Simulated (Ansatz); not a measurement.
Bi₃Te, relaxed as a doublet with UKS PBE-D4/def2-SVP in Ansatz, starting from the GFN2-xTB geometry. Force threshold 0.02 eV/Å.

In the def2 sets Bi, Te take a core potential; there is no spin–orbit coupling. The structure comes from a short search, and lower isomers may exist.

Start:

```xyz
4

Bi   -0.6819   -0.9552    1.1835
Bi    0.0736    1.6648    0.0759
Bi   -1.4104   -0.2659   -1.5873
Te    2.0187   -0.4437    0.3279
```

Estimate the energy that the relaxation releases and the steps that it takes.

2.8 kcal/mol, in 5 steps; 6.5 s on 4 threads of Intel Xeon 6975P-C on a shared host. No frequencies were taken in this run, so the end may be a saddle point.

Does the start keep its bonding and symmetry?

By distances, no bond broke or formed. The bond that changes most is Bi1–Te4, from 2.88 to 2.94 Å (atoms count from 1). Point group Cs at the start, Cs at the end, both within 0.05 Å.

Predict the relaxed structure.


```
atom   x (Å)   y (Å)   z (Å)
 Bi1  -0.730  -0.923   1.287
 Bi2   0.037   1.736   0.161
 Bi3  -1.264  -0.323  -1.626
 Te4   1.957  -0.489   0.177
```
Bond lengths (bridged metal pairs left out): 2 × Bi–Bi 3.02 Å; 2 × Bi–Te 2.94 Å.
